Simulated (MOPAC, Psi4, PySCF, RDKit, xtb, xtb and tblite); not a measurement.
Two geometries of SMILES C=Cc1ccc(O[SiH3])cc1, relaxed at GFN2-xTB with one dihedral held; other torsions can differ between them too.

Structure A

```
20

C      3.8701    -0.0691    -0.2939
C      2.8796     0.6967     0.1244
C      1.4522     0.3535    -0.0435
C      0.7783    -0.3734     0.9313
C     -0.5563    -0.6934     0.7776
C     -1.2472    -0.2887    -0.3613
O     -2.5494    -0.6247    -0.4676
Si    -3.6978    -0.3710    -1.5882
C     -0.5795     0.4384    -1.3383
C      0.7563     0.7548    -1.1773
H      4.9028     0.2053    -0.1583
H      3.6834    -1.0067    -0.7919
H      3.0813     1.6375     0.6236
H      1.3080    -0.6932     1.8168
H     -1.0813    -1.2592     1.5319
H     -3.9358     1.0614    -1.7829
H     -3.3209    -0.9662    -2.8727
H     -4.8040    -1.0549    -0.9396
H     -1.1167     0.7502    -2.2216
H      1.2689     1.3187    -1.9432
```

Structure B

```
20

C     -3.8975    -0.0630    -0.2772
C     -2.8744     0.7026     0.0785
C     -1.4708     0.3023     0.0510
C     -0.4833     1.2621    -0.1724
C      0.8490     0.9128    -0.2392
C      1.2338    -0.4156    -0.0727
O      2.5470    -0.7108    -0.1405
Si     3.4096    -2.0821    -0.0124
C      0.2596    -1.3792     0.1613
C     -1.0725    -1.0232     0.2175
H     -4.9103     0.3009    -0.2537
H     -3.7652    -1.0798    -0.6066
H     -3.0525     1.7322     0.3642
H     -0.7687     2.2962    -0.3033
H      1.6103     1.6565    -0.4185
H      3.0218    -3.0440    -1.0470
H      3.2228    -2.6994     1.3028
H      4.7407    -1.5322    -0.2065
H      0.5618    -2.4068     0.2994
H     -1.8146    -1.7824     0.4129
```

### Question
Which is lower in energy at the level PBE0-D3(BJ)/def2-SVP // GFN2-xTB in Psi4 1.11, and by how much?

### Answer
B is lower, by 17.68 kJ/mol (dihedral C1–C2–C3–C4: 90° in A, 150° in B).

E(B) − E(A) in kJ/mol at the other levels, on the same two geometries: GFN2-xTB (xtb and tblite) -13.59; MMFF94 // GFN2-xTB (RDKit) -3.94; PBE0/def2-SVP // GFN2-xTB (Psi4) -17.58; PBE/def2-SVP // GFN2-xTB (Psi4) -19.73; PBE-D3(BJ)/def2-SVP // GFN2-xTB (Psi4) -19.97; UFF // GFN2-xTB (RDKit) -20.17; AM1, restricted, heats of formation // GFN2-xTB (MOPAC) -7.35; PM7, restricted, heats of formation // GFN2-xTB (MOPAC) -2.94; GFN1-xTB // GFN2-xTB (xtb) -12.33; restricted B3LYP/6-31G*, spherical d, density fitting // GFN2-xTB (PySCF) -17.44; restricted M06-2X/6-31G*, spherical d, density fitting // GFN2-xTB (PySCF) -16.01.
